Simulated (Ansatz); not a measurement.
C2H5GaO, SMILES `C=C[O][GaH2]` at its PBE0-D4/def2-TZVP geometry, where that method's forces vanish. Total charge 0; spin multiplicity 1.

```json
{"atom": "C1", "x (Å)": "-0.7859", "y (Å)": "-0.9459", "z (Å)": "0.8851"}
{"atom": "C2", "x (Å)": "-0.6369", "y (Å)": "0.3731", "z (Å)": "0.8069"}
{"atom": "O3", "x (Å)": "-0.2317", "y (Å)": "1.0716", "z (Å)": "-0.2648"}
{"atom": "Ga4", "x (Å)": "1.1002", "y (Å)": "0.5886", "z (Å)": "-1.3795"}
{"atom": "H5", "x (Å)": "-0.5799", "y (Å)": "-1.6010", "z (Å)": "0.0454"}
{"atom": "H6", "x (Å)": "-1.1336", "y (Å)": "-1.3951", "z (Å)": "1.8053"}
{"atom": "H7", "x (Å)": "-0.8788", "y (Å)": "1.0087", "z (Å)": "1.6586"}
{"atom": "H8", "x (Å)": "1.1432", "y (Å)": "1.4901", "z (Å)": "-2.6442"}
{"atom": "H9", "x (Å)": "2.0035", "y (Å)": "-0.5901", "z (Å)": "-0.9127"}
```

Question: For each bond, give half the difference of the two atoms' forces along it (eV/Å; positive pushes the atoms apart) under PBE-D4, r2SCAN-D4, B3LYP-D4, ωB97M-V in def2-TZVPP. (Best estimate.)

Answer: Computed: 
| bond | length (Å) | PBE-D4 | r2SCAN-D4 | B3LYP-D4 | ωB97M-V |
| --- | --- | --- | --- | --- | --- |
| C1–C2 | 1.330 | 0.28 | 0.13 | 0.06 | -0.10 |
| C1–H5 | 1.085 | 0.01 | -0.07 | -0.08 | -0.04 |
| C1–H6 | 1.081 | 0.00 | -0.07 | -0.08 | -0.04 |
| C2–O3 | 1.342 | 0.24 | 0.24 | 0.24 | 0.36 |
| C2–H7 | 1.090 | -0.02 | -0.11 | -0.18 | -0.17 |
| O3–Ga4 | 1.803 | 0.27 | -0.01 | 0.15 | -0.01 |
| Ga4–H8 | 1.554 | -0.04 | -0.09 | -0.09 | -0.11 |
| Ga4–H9 | 1.557 | -0.04 | -0.09 | -0.06 | -0.10 |

B3LYP here is the variant with VWN-RPA as its local correlation; programs differ in this.
